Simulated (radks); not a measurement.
The numbers below are computed, except where a source is named.
Question: The thulium ion Tm8+ is in [Kr] 4d10 4f8 5s2 5p5. Level of theory: scalar-relativistic Kohn-Sham, BLYP, spin-polarised, spherical densities, finite nucleus; Fermi nuclear charge, rms radius of each element as measured or else 0.836 A^(1/3) + 0.57 fm (a radial shooting solver on a logarithmic mesh with Libxc functionals). Open shells are filled with parallel spins first. One electron is removed from 5p, 4f, 5s, 4d in turn, with full relaxation. Which removal costs least, and what does each cost?

Answer: 5p 152.75 eV; 4f 163.05 eV; 5s 186.92 eV; 4d 337.59 eV. The 5p electron leaves first.
